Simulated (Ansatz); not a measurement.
Four-centre ligand exchange

Start structure (AlNH₆O₃, closed shell), relaxed at PBE0-D4/def2-TZVP:

Al1  (0.134, -0.509, 0.002)
O2  (1.227, -0.515, -1.330)
O3  (0.811, -0.616, 1.583)
O4  (-1.421, -1.209, -0.243)
H5  (0.191, 1.945, -0.673)
N6  (-0.380, 1.438, -0.005)
H7  (1.096, -1.112, -2.063)
H8  (1.701, -0.937, 1.709)
H9  (-1.763, -1.859, 0.366)
H10  (-1.356, 1.538, -0.263)
H11  (-0.241, 1.837, 0.917)
(Å)

The step: AlH₃O₃ ([OH][Al]([OH])[OH]) + NH₃ → AlNH₄O₂ ([NH2][Al]([OH])[OH]) + H₂O (still joined by a long Al–O bond); bonds formed: O2–H5; dative contacts that become bonds: Al1–N6; bonds broken: H5–N6; bonds weakened to dative contacts: Al1–O2. Program: Ansatz 0.2.0. Basis: def2-TZVPP and def2-QZVPP. Cores are frozen in the correlated methods. Extrapolation: Hartree–Fock as exp(−7.88 √X), correlation as X^−2.97. Energies below are by CCSD(T) at an estimated basis limit (MP2 extrapolated from triple and quadruple zeta, plus CCSD(T) − MP2 in triple zeta).

**Question.** What are the electronic barrier and the energy of the step, from the start structure to the end structure? (An estimate is asked for; the value comes from the calculation.)

**Answer.** By the calculation: Barrier 1.162 eV; step energy 0.942 eV (uphill); reverse barrier, their difference, 0.219 eV. Barrier and step energy count from the start structure, the reverse barrier from the end structure.

The saddle point: One imaginary mode of 746i cm⁻¹.
| pair | start (Å) | saddle (Å) | end (Å) |
| --- | --- | --- | --- |
| Al1–N6 | 2.01 | 1.89 | 1.81 |
| O2–H5 | 2.75 | 1.13 | 0.97 |
| Al1–O2 | 1.72 | 1.90 | 1.98 |
| H5–N6 | 1.01 | 1.45 | 2.30 |

Zero-point energy (harmonic, PBE0-D4): ZPE is 2.172 eV at the start and 2.067 eV at the saddle, so the barrier goes from 1.162 to 1.057 eV.

First-order rate constant out of the start structure at 698 K by transition-state theory, with harmonic vibrational free energies alone and no tunnelling: ΔA‡ = 1.257 eV, so k = (kB T/h) exp(−ΔA‡/kB T) ≈ 10^4 s⁻¹ (an order of magnitude at best: rotation, the number of equivalent paths and anharmonicity are left out).

The T1 diagnostic stays at or below 0.012.

Labels in which every atom is bracketed show which atoms are joined, not bond orders.

For scale, one of the runs: CCSD(T)/def2-TZVPP, 250 basis functions, launched by `ansatz run in.yaml --threads 8 --pin off --events-out ev --progress --plain --max-ram 19148MiB`. The run took 98 s on 8 CPU threads of an Intel Xeon (shared host), with 5.6 GiB of host memory at its peak.
